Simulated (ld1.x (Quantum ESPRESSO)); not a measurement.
**Logarithmic derivatives: arsenic (As), TM**

ld1.x (Quantum ESPRESSO) 7.5 input, shortened:

```
&input
   title='As', zed=33., rel=1, dft='PZ', iswitch=3,
   config='[Ar] 3d10 4s2 4p3 4d-2'
 /
 &inputp
   pseudotype=2, tm=.true., lloc=0,
   nlcc=.false.
 /
3
4P  2  1   3.00   0.00  1.65  1.65  0.0
4D  3  2  -2.00   0.35  1.60  1.60  0.0
4S  1  0   2.00   0.00  1.75  1.75  0.0
 &test
   configts(1)='4s2 4p3'
 /
```

The phase is arctan(r·u′/u) with u = r·R(r), unwrapped; energies in Ry, scanned from -3 to 5 Ry. A pole is an energy at which the radial function vanishes at the test radius. The pseudo phase is shifted by a multiple of π to meet the all-electron one at the reference energy, and phase errors are pseudo minus all-electron; the curves can meet again beyond the range given. Levels narrower than the energy grid can be missing from the lists of poles.

```csv
channel,radius (bohr),reference energy (Ry),"poles, all-electron","poles, pseudo",unbroken range about the reference energy with phases within 0.05 rad,phase error 1 Ry above the reference energy (rad)
s,1.91,-1.08,2.00,1.86,below 4.3,-0.003
p,1.91,-0.39,3.66,3.80,the whole range,+0.002
d,1.91,0.35,-2.91,none,above -2.4,-0.007
```

Note: ghost state, extra bound levels that the all-electron valence spectrum of the same l lacks: d at -72.2 eV. A true bound ghost makes a file unfit for plane-wave use.

Phases in the d channel:

| E (Ry) | all-electron | pseudo |
| --- | --- | --- |
| -3.00 | -1.306 | -1.814 |
| -2.76 | -1.703 | -1.825 |
| -2.52 | -1.775 | -1.836 |
| -2.28 | -1.810 | -1.848 |
| -2.04 | -1.835 | -1.860 |
| -1.80 | -1.857 | -1.874 |
| -1.56 | -1.877 | -1.890 |
| -1.32 | -1.898 | -1.907 |
| -1.08 | -1.920 | -1.926 |
| -0.84 | -1.943 | -1.948 |
| -0.60 | -1.970 | -1.973 |
| -0.36 | -2.001 | -2.003 |
| -0.12 | -2.037 | -2.038 |
| 0.12 | -2.080 | -2.081 |
| 0.36 | -2.133 | -2.133 |
| 0.60 | -2.200 | -2.200 |
| 0.84 | -2.284 | -2.286 |
| 1.08 | -2.396 | -2.399 |
| 1.32 | -2.545 | -2.551 |
| 1.56 | -2.743 | -2.755 |
| 1.80 | -2.998 | -3.015 |
| 2.04 | -3.292 | -3.314 |
| 2.28 | -3.582 | -3.604 |
| 2.52 | -3.829 | -3.847 |
| 2.76 | -4.019 | -4.032 |
| 3.00 | -4.161 | -4.170 |
| 3.24 | -4.268 | -4.273 |
| 3.48 | -4.350 | -4.352 |
| 3.72 | -4.414 | -4.414 |
| 3.96 | -4.465 | -4.463 |
| 4.20 | -4.508 | -4.504 |
| 4.44 | -4.543 | -4.537 |
| 4.68 | -4.573 | -4.566 |
| 4.92 | -4.599 | -4.590 |
